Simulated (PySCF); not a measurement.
# One molecule, several mistakes: B2CH4O

All numbers below are calculated, not measured. The program is PySCF 2.14.0, an open-source quantum chemistry code, run on an isolated molecule that a program drew, which may never have been made. The molecule is B2CH4O (charge 0, singlet), drawn as the SMILES string `B=COB`.

Each row is a Hartree-Fock (HF) and frozen-core CCSD(T) single point in the cc-pVDZ basis, meant for a local HF minimum. Run 1 is clean. Each other run has one planted mistake out of seven kinds, and not every kind appears here: one electron removed, one electron added, multiplicity raised by two, geometry at a saddle point, minimal basis STO-3G, one bond length entered in bohr, all coordinates scaled. The reference is restricted for singlets and unrestricted otherwise, and also for a bond in bohr. Adding or removing an electron swaps singlet and doublet. Electrons count all cores. HOMO and LUMO are orbital energies over both spins, the gradient is its largest component, and the lowest frequency (negative if imaginary) is given only where the gradient is small. Bond lengths are over the 7 bonds as drawn. T1 is the CCSD diagnostic: over 0.02 (restricted) or 0.045 (unrestricted) a single reference is doubtful.

Geometry of the clean run:
```xyz
8
B2CH4O, angstrom
B    -2.6023    0.0454   -1.3605
C    -2.4908    1.3096   -0.7816
O    -1.4211    1.9316   -0.1843
B    -0.2185    1.3443   -0.0668
H    -2.8039   -0.9929   -1.8701
H    -3.3778    1.9352   -0.7852
H    -0.0464    0.2282   -0.4944
H     0.6547    1.9628    0.4685
```

| run | electrons | basis functions | <S^2> | HOMO (eV) | LUMO (eV) | gradient (hartree/bohr) | lowest frequency (cm^-1) | mean bond (Å) | longest bond (Å) | T1 | HF (hartree) | CCSD(T) (hartree) | mistake |
|---|---|---|---|---|---|---|---|---|---|---|---|---|---|
| 1 | 28 | 76 | 0.000 | -8.64 | 1.93 | 8.5e-06 | 144 | 1.2537 | 1.395 | 0.0167 | -164.37224 | -164.89965 | no fault |
| 2 | 28 | 24 | 0.000 | -6.70 | 6.17 | 6.1e-02 | - | 1.2537 | 1.395 | 0.0186 | -162.24544 | -162.48125 | minimal basis STO-3G |
| 3 | 28 | 76 | 0.000 | -8.52 | 1.71 | 4.0e-02 | - | 1.3139 | 1.462 | 0.0184 | -164.35506 | -164.89371 | all coordinates scaled |
| 4 | 28 | 76 | 1.159 | -8.53 | 1.07 | 2.3e-02 | - | 1.4284 | 2.597 | 0.0429 | -164.28655 | -164.77509 | one bond length entered in bohr |
| 5 | 29 | 76 | 0.867 | -0.24 | 7.80 | 4.8e-02 | - | 1.2537 | 1.395 | 0.0292 | -164.33978 | -164.88758 | ? |
| 6 | 27 | 76 | 0.756 | -17.76 | -6.48 | 9.5e-02 | - | 1.2537 | 1.395 | 0.0205 | -164.09738 | -164.58086 | ? |

**Which mistake was planted in run 5, and what did it cost?**

It counts 29 electrons, one more than the clean run, at the same geometry and basis. So the mistake is: one electron added. Subtracting run 1 and multiplying by 627.51 kcal/mol a hartree, the energy moved by 20.4 kcal/mol in HF and 7.6 kcal/mol in CCSD(T).

**Which mistake was planted in run 6, and what did it cost?**

It counts 27 electrons, one fewer than the clean run, at the same geometry and basis. So the mistake is: one electron removed. Subtracting run 1 and multiplying by 627.51 kcal/mol a hartree, the energy moved by 172.5 kcal/mol in HF and 200.0 kcal/mol in CCSD(T).

Cautions from the logs. Run 5: the added electron raises the CCSD(T) energy, so it isn't bound in this basis.
